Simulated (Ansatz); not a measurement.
A nudged elastic band was laid between two geometries of C2H7BFNSi (13 atoms, charge 0, multiplicity 1).

The calculation used RKS LDA/6-31G* (Ansatz).

```json
{"movable images": "5", "climbing image": "yes", "spring": "5.0 eV/Å²", "optimiser": "quadratic models (default)", "start path": "IDPP", "force threshold": "0.03 eV/Å", "iteration limit": "60", "end points": "relaxed"}
```

First end point:

```xyz
13
Properties=species:S:1:pos:R:3
C -1.259 -1.430 -0.348
C -0.409 -0.418 -0.100
Si 1.437 -0.735 -0.205
N -0.858 0.855 0.233
B -0.061 1.975 0.508
F -0.648 3.128 0.812
H -0.891 -2.427 -0.609
H -2.351 -1.296 -0.299
H 2.092 0.120 -1.251
H 1.584 -2.181 -0.577
H 2.122 -0.483 1.106
H -1.882 0.959 0.274
H 1.145 1.899 0.471
```

Last end point:

```xyz
13
Properties=species:S:1:pos:R:3
C -0.868 -1.332 -0.071
C -0.008 -0.305 -0.180
Si 1.790 -0.620 -0.578
N -0.387 1.027 0.040
B -1.406 1.500 0.883
F -1.620 2.813 0.928
H -0.524 -2.365 -0.191
H -1.932 -1.174 0.155
H 2.214 0.305 -1.688
H 1.962 -2.044 -1.009
H 2.679 -0.329 0.599
H 0.182 1.734 -0.441
H -2.063 0.756 1.568
```

Problem. Which bonds break or form, and what moves?

Solution. No bond is made or broken. The dihedral C1–C2–N4–H12 goes from 0 to -155°.

Problem. Give the energies along the band, and the barrier.

Solution. The forces met the threshold. The highest image is number 3 of 0 to 6, 0.37 eV above the first end and 0.19 eV above the last; the last end lies 0.17 eV above the first. A vibrational analysis at the climbing image gives one clearly imaginary mode, 164i cm⁻¹: a first-order saddle point.

```csv
image,path coordinate (Å),energy (eV),dihedral C1–C2–N4–H12 (°)
0,0.00,0.00,0
1,1.09,0.09,-18
2,2.17,0.26,-45
3,3.26,0.37,-87
4,4.13,0.30,-118
5,5.00,0.21,-139
6,5.87,0.17,-155
```

Problem. What is the geometry of the highest image?

Solution. 
```xyz
13
Properties=species:S:1:pos:R:3
C -1.132 -1.411 0.043
C -0.283 -0.406 -0.200
Si 1.467 -0.668 -0.803
N -0.678 0.948 -0.002
B -0.416 1.716 1.137
F -0.828 2.984 1.165
H -0.835 -2.456 -0.110
H -2.149 -1.215 0.415
H 1.665 0.044 -2.112
H 1.749 -2.132 -0.986
H 2.434 -0.080 0.184
H -1.144 1.395 -0.800
H 0.171 1.247 2.082
```

Problem. What are the harmonic wavenumbers there?

Solution. 164i, 94, 146, 172, 219, 349, 386, 439, 553, 622, 647, 684, 749, 864, 866, 880, 900, 918, 967, 1049, 1163, 1223, 1253, 1374, 1518, 1671, 2163, 2178, 2187, 2606, 3070, 3166, 3447 cm⁻¹.

Run time: 58 s on 2 threads of Intel(R) Xeon(R) Platinum 8488C (Sapphire Rapids) (shared host), peak memory 0.16 GiB.
